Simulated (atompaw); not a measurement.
## Pseudopotential generation for silver: PAW (atompaw), PBE, scalar-relativistic.

Input for atompaw 4.2.0.5:

```
Ag 47
GGA-PBE scalarrelativistic loggrid 1500 logderivrange -9 5 351
5 5 4 0 0 0
5 0 1
5 1 0
0 0 0
c
c
c
v
v
c
c
v
v
c
v
2
1.90 1.70 1.25 1.70
n
n
y
1
n
custom rrkj gramschmidtortho besselshape
3 0 troulliermartins
1.20
1.90
1.55
1.90
1.90
1.65
PWSCFOUT
UPFDX 0.0125d0 UPFXMIN -7.d0 UPFZMESH 47.d0
END
```

Command:

```bash
atompaw < Ag.input > Ag.log
```

Output (summary file):

```
[... start of the log left out ...]
   Valence                  :     -557.19578326664714

 PAW parameters:
       lmax =            2
         rc =    1.9145938598237779
        irc =         1069
   rc_shape =    1.7107212042545639
    rc_vloc =    1.2524709713831965
    rc_core =    1.7107212042545639
   Vloc: Norm-conserving Troullier-Martins with l= 3;e=   0.0000E+00
   Projector type: RRKJ pseudization + Gram-Schmidt ortho.
   Bessel compensation charge shape zeroed at   1.7107E+00

 Number of basis functions     6
 No.   n  nodes  l      Energy         Cp coeff         Occ
  1    4    3    0   -0.6986178E+01  0.1000000E+01  0.2000000E+01
  2    5    4    0   -0.3237601E+00 -0.4430722E-01  0.1000000E+01
  3    4    2    1   -0.4304616E+01  0.1000000E+01  0.6000000E+01
  4    5    3    1   -0.5412750E-01 -0.2227375E+00  0.0000000E+00
  5    4    1    2   -0.5470899E+00  0.1000000E+01  0.1000000E+02
  6  999    2    2    0.1000000E+01 -0.1146626E+02  0.0000000E+00

 Eigenvalues of overlap operator (in the basis of projectors):
    1       -2.02977730E+00
    2       -9.14845302E-02
    3        3.58077388E-02
    4        5.37347433E-01
    5        1.01929962E+01
    6        4.00968868E+05

The overlap operator has at least one negative eigenvalue!
It might be not positive definite...
Program is stopping.
This probably means that your projectors are too similar
or that your PAW basis is incomplete.
Advice: try to change your input parameters (f.i. : reference energies).
```

The run stopped because the overlap operator built from these waves and projectors is not positive definite.

The run took about 3 s on one core of a shared server CPU.
